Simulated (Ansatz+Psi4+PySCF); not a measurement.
## quintet FeH₂O(2+): levels of theory in one basis

```xyz
4

Fe    0.0000    0.0000    0.0000
O    -1.7638    0.4579   -0.7744
H    -2.4391    1.0630   -0.3871
H    -2.1397    0.1257   -1.6233
```

Basis set: cc-pVTZ (spherical functions). Frozen core: 10 orbitals. Correlation on ROHF uses semicanonical orbitals with singles. Charge 2, multiplicity 5.

Computed with Ansatz (development build ahead of 0.2.0) and Psi4 1.11; each method stands on the lowest determinant of its kind that the runs found.

```csv
method,E − E(ROHF) (eV),<S²> of the determinant
ROHF,0.00,6.00
UHF,-0.15,6.01
UHF-MP2,-10.90,6.01
```

Q: What does ROHF-MP2 give on the same scale?

A: -10.79 eV.

Caution: other spin multiplicities were not run. Caution for UHF, UHF-MP2: the determinant may break the point group.
